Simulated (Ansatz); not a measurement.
Cartesian coordinates in Å:
```
C -0.045 1.542 0.428
O -0.773 0.781 -0.517
Ge -0.387 -0.904 -0.812
F 1.213 -0.961 -1.488
Se -0.246 -2.165 1.157
H -0.577 2.484 0.570
H 0.024 1.031 1.394
H 0.965 1.759 0.069
H -1.393 -1.397 -1.849
H 1.219 -2.170 1.048
```

Total charge 0; spin multiplicity 1.

**Question.** List the PBE0/def2-TZVPP orbital energies in eV (the Gaussian-basis code of Ansatz). (An estimate is asked.)

**Answer.** Computed: Occupied: -12361.95, -10861.48, -1584.76, -1421.79, -1421.77, -1421.71, -1359.61, -1209.44, -1209.43, -1209.41, -673.35, -523.03, -279.46, -215.18, -172.45, -158.75, -158.67, -158.49, -122.29, -122.25, -122.20, -58.77, -58.75, -58.59, -58.53, -58.50, -35.49, -35.19, -35.08, -35.02, -35.01, -31.98, -28.28, -20.11, -19.26, -15.67, -13.31, -12.98, -12.80, -12.01, -11.81, -11.52, -10.74, -9.61, -8.89, -8.43, -7.52. Lowest empty: -0.59, -0.18, 0.78, 1.01, 1.75, 2.40, 3.31, 3.34.
